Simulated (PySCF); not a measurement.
Geometries of 2 isomers of C3H7FSi, from PBE0-D3(BJ)/def2-SVP geometry optimisation, gas phase (PySCF). One conformer each, no zero-point energy, no frequencies.

Task: Which is lower in electronic energy at this level?
A.
```xyz
12
angstrom
F      0.206    1.912   -1.951
Si    -0.034    1.305   -0.459
C     -1.128   -0.203   -0.238
C     -0.042   -0.680    0.771
C      1.207    0.098    0.262
H     -0.371    2.465    0.417
H     -1.125   -0.832   -1.142
H     -2.157   -0.129    0.140
H     -0.303   -0.351    1.790
H      0.090   -1.773    0.813
H      1.947    0.396    1.017
H      1.719   -0.466   -0.535
```
B.
```xyz
12
angstrom
F      0.604    2.238   -0.166
C      0.552    0.956    0.311
C     -0.772    0.214    0.059
C     -0.242   -1.240    0.010
Si     1.423   -0.517   -0.551
H      0.779    0.974    1.394
H     -1.577    0.414    0.785
H     -1.140    0.517   -0.936
H     -0.800   -1.933   -0.634
H     -0.173   -1.681    1.017
H      1.493   -0.328   -2.031
H      2.718   -1.066   -0.045
```

Result: A. That is `F[SiH]1CCC1`, 49.5 kcal/mol below the other.

```csv
SMILES,atoms numbered as above,E (Eh),relative (kcal/mol),relative (kJ/mol),dipole (D)
F[SiH]1CCC1,[F:1][SiH:2]1[CH2:3][CH2:4][CH2:5]1,-507.30453,0.0,0.0,1.71
F[C@H]1CC[SiH2]1,[F:1][C@H:2]1[CH2:3][CH2:4][SiH2:5]1,-507.22560,49.5,207.2,1.78
```

As drawn, the lower has an Si–F bond, which the higher lacks.
